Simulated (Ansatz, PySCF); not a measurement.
H5Cl3Si3, singlet, at a GFN2-xTB geometry, with bond 11-2 at 2.4 times its length. Base run: CASSCF(6,6)/STO-3G (PySCF).

PySCF was given this input:
```python
from pyscf import gto, scf, mcscf
import numpy

mol = gto.M(
    atom='''
Si   -3.19363363    0.03853609    0.33050051
Si   -1.29780634   -1.27122896    0.02326418
Si    0.67695813   -0.04363139   -0.07282746
Cl    0.63252022    1.27809262   -1.62532646
Cl    2.38805445   -1.11201868   -0.28355259
Cl    0.90962519    1.08022981    1.61357720
H    -3.10664679    0.84498047    1.55017098
H    -3.40500369    0.96139616   -0.78726536
H    -4.40346252   -0.78002528    0.44339436
H    -1.13026003   -2.27164042    1.08901045
H    -1.45974048   -3.19628331   -2.93248918
''',
    basis='sto-3g',
    verbose=4,
)

mf = scf.RHF(mol)
mf.kernel()
mc = mcscf.CASSCF(mf, 6, 6)
mc.fix_spin_(ss=0.0)
mc.kernel()
occ = numpy.linalg.eigvalsh(mc.fcisolver.make_rdm1(mc.ci, mc.ncas, mc.nelecas))[::-1]
ss = mc.fcisolver.spin_square(mc.ci, mc.ncas, mc.nelecas)[0]
print('natural occupations', occ.round(4), ' <S^2>', round(ss, 4))
```

Programs used: Ansatz (an electronic-structure program), PySCF; a row that names a program was run with it.

The base run was repeated with changes; each row names its change, and settings that it needs were set with it.

```csv
change,ΔE vs base (mEh),natural occupations,<S^2> of the state
base,0.000,1.99 1.98 1.13 0.87 0.02 0.01,0.00
start = MP2 natural orbitals,-3.074,1.98 1.97 1.13 0.87 0.02 0.02,0.00
conv_tol = 1e-5,0.232,1.99 1.98 1.13 0.87 0.02 0.01,0.00
solver = newton,-3.074,1.98 1.97 1.13 0.87 0.02 0.02,0.00
correction = SC-NEVPT2,-103.2,1.99 1.98 1.13 0.87 0.02 0.01,0.00
"active space = 8 electrons, 9 orbitals",-13.938,1.98 1.98 1.98 1.13 0.87 0.02 0.02 0.01 0.00,0.00
"active space = 6 electrons, 8 orbitals",-2.885,1.98 1.98 1.13 0.87 0.02 0.01 0.00 0.00,0.00
orbitals = fixed (CASCI),24.249,2.00 2.00 1.14 0.86 0.00 0.00,0.00
code = ansatz,-13.457,-,-
state_average = 2 states,-0.357,-,-
"active space = 2 electrons, 4 orbitals",19.421,1.13 0.87 0.00 0.00,0.00
```

Active orbitals are taken around the Fermi level unless the row says otherwise; CASSCF can end in different local minima, and two programs can end on different orbitals. State-averaged rows give the lowest state.
